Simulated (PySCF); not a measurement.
Radial density of Mn²²⁺ (manganese, charge +22)

M06, [He] 2s1, 2S determinant. All numbers are calculated (PySCF 2.14, the spin-free X2C one-electron Hamiltonian (Gaussian nucleus), in an uncontracted even-tempered set (19 s from 5.1 bohr⁻², ratio 2.2; 8 p from 7.9 bohr⁻², ratio 2.4; 6 d from 24 bohr⁻², ratio 2.4; 5 f from 36 bohr⁻², ratio 2.4; 4 g from 53 bohr⁻², ratio 2.4)).

```tsv
r (bohr)	4πr²ρ (e/bohr)	4πr²(ρα − ρβ)
0.00133	0.2897	0.0161
0.00224	0.7386	0.0411
0.00376	1.829	0.1013
0.00633	4.319	0.2381
0.0106	9.402	0.5137
0.0179	17.77	0.9363
0.0301	26.31	1.2180
0.0507	25.80	0.7008
0.0852	12.72	0.0096
0.143	4.524	2.4695
0.241	4.424	4.3747
0.405	1.007	1.0069
0.682	0.01386	0.0139
```

Densities and radii are taken from the X2C orbitals without a picture-change correction, which distorts them close to the nucleus.
